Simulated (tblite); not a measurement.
C₃H₃ClF₂O.
Atom-mapped SMILES: `[O:1]=[C:2]([Cl:3])[C@@H:4]([F:5])[CH2:6][F:7]` (hydrogens: H8 on C4; H9, H10 on C6)

Structure used (GFN2-xTB), in Å, numbered top down from 1:
```
atom  x, y, z in Å
O1     1.4905   -1.5410   -0.9374
C2     1.2414   -0.5363   -0.3646
Cl3    2.2166    0.9006   -0.5453
C4     0.0554   -0.3109    0.5649
F5     0.4374    0.3932    1.6742
C6    -1.0464    0.4921   -0.1443
F7    -1.5537   -0.2297   -1.1809
H8    -0.3258   -1.2853    0.8981
H9    -1.8626    0.6935    0.5576
H10   -0.6440    1.4283   -0.5446
```

Computed with GFN2-xTB (tblite): harmonic, unscaled wavenumbers at the GFN2-xTB geometry, gas phase. Errors from tens to a few hundred cm⁻¹ against measured bands are possible. One conformer, not necessarily the lowest.

Harmonic wavenumbers (cm⁻¹): 35.1, 67.9, 171.1, 184.1, 290.5, 401.2, 451.9, 540.4, 590.4, 636.3, 882.7, 1033.7, 1047.9, 1077.3, 1086.1, 1167.8, 1235.1, 1250.3, 1309.3, 1431.8, 1827.2, 2922.0, 2952.5, 2958.3.

A = 2723, B = 1625, C = 1383 MHz; mass 127.984 u (most abundant isotopes); point group C1, symmetry number 1.

Task: What is the zero-point energy?

Result: Half the sum of the wavenumbers: 12775 cm⁻¹ = 36.53 kcal/mol.

Task: Entropy at 350 K, 1 bar (ideal gas, RRHO, classical rotation)?

Result: Translation 41.28, rotation 28.83, vibration 22.78: S = 92.9 cal/(mol K).

Task: And Cp and H(350 K) − H(0)?

Result: Cp = 28.57 cal/(mol K), of which vibrations give 20.62 (their classical limit is 24 R = 47.7); H(350 K) − H(0) = 6.67 kcal/mol without the zero-point energy, 3.89 from vibrations.

Task: Which modes carry the vibrational entropy at 350 K?

Result: 35.1 cm⁻¹: 5.84; 67.9 cm⁻¹: 4.53; 171.1 cm⁻¹: 2.73; 184.1 cm⁻¹: 2.59; 290.5 cm⁻¹: 1.75; 401.2 cm⁻¹: 1.20 cal/(mol K); the other 18 give 4.15 together.

Task: Blend soft modes into free rotors: weight 1/[1 + (100 cm⁻¹/ν̃)⁴] for the oscillator and the rest for a rotor with moment μB/(μ + B), μ = h/(8π²ν), B = 10⁻⁴⁴ kg m². What vibrational entropy results?

Result: 20.06 cal/(mol K) in place of 22.78, which changes −T·S at 350 K by +0.95 kcal/mol.

Hindered rotation and anharmonicity are outside this model. Other conformers, if any are populated, would add a mixing term that is left out. The structure is chiral; the term R ln 2 for an equal mix with its mirror image is left out.
